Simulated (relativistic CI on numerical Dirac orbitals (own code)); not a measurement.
Slater and spin-orbit integrals, Mn VII

Calculated at this level of theory: Dirac-Coulomb-Breit CI, orbitals from a KLI potential per configuration, model QED (radiative potential, 1s self-energy scaled to tabulated hydrogen-like ionisation energies), unscaled Slater integrals (own radial code, finite nucleus).

Slater integrals F^k, G^k are unscaled and averaged over j, outside the closed core [Ne]; ζ comes from projecting the Hamiltonian with its Breit term on Σ l·s of the shell.

- 3s²3p⁶3d: ζ(3d) = 517.09 cm⁻¹; <r>(3d) = 0.8593, <r^2>(3d) = 0.8835 (bohr units).
- 3s²3p⁵3d²: ζ(3p) = 7632.9, F^2(3d,3d) = 113870, F^4(3d,3d) = 72266, F^2(3p,3d) = 114680, G^1(3p,3d) = 139030, G^3(3p,3d) = 86881, ζ(3d) = 499.79 cm⁻¹; <r>(3p) = 0.833, <r^2>(3p) = 0.8047, <r>(3d) = 0.8597, <r^2>(3d) = 0.8842 (bohr units).
- 3s²3p⁶4p: ζ(4p) = 1660.8 cm⁻¹; <r>(4p) = 1.992, <r^2>(4p) = 4.464 (bohr units).

**Question.** Give the Racah parameters of the d shell in 3s²3p⁵3d².

**Answer.** B = F²/49 − 5F⁴/441 = 1505 cm⁻¹ and C = 35F⁴/441 = 5735 cm⁻¹.

In this model ζ of a weakly bound d, f or g electron outside closed shells comes out too small, for d by up to a factor of two or three and at times with the wrong sign; that of an outer p electron is too small as well.

Averages of the first 10 configurations, taken without configuration mixing, which lowers the lowest level and can move excited configurations by several eV; other configurations of the list can lie among them:

```json
{"Configuration": "3s²3p⁶3d", "Parity": "even", "States": "10", "Average energy above the lowest level (eV)": "0.4"}
{"Configuration": "3s²3p⁵3d²", "Parity": "odd", "States": "270", "Average energy above the lowest level (eV)": "52.1"}
{"Configuration": "3s²3p⁶4s", "Parity": "even", "States": "2", "Average energy above the lowest level (eV)": "39.9"}
{"Configuration": "3s²3p⁶4p", "Parity": "odd", "States": "6", "Average energy above the lowest level (eV)": "49.9"}
{"Configuration": "3s3p⁶3d²", "Parity": "even", "States": "90", "Average energy above the lowest level (eV)": "91.6"}
{"Configuration": "3s²3p⁶4d", "Parity": "even", "States": "10", "Average energy above the lowest level (eV)": "65.1"}
{"Configuration": "3s²3p⁶4f", "Parity": "odd", "States": "14", "Average energy above the lowest level (eV)": "75.8"}
{"Configuration": "3s²3p⁶5s", "Parity": "even", "States": "2", "Average energy above the lowest level (eV)": "75.4"}
{"Configuration": "3s²3p⁶5p", "Parity": "odd", "States": "6", "Average energy above the lowest level (eV)": "79.7"}
{"Configuration": "3s²3p⁶5d", "Parity": "even", "States": "10", "Average energy above the lowest level (eV)": "86.3"}
```
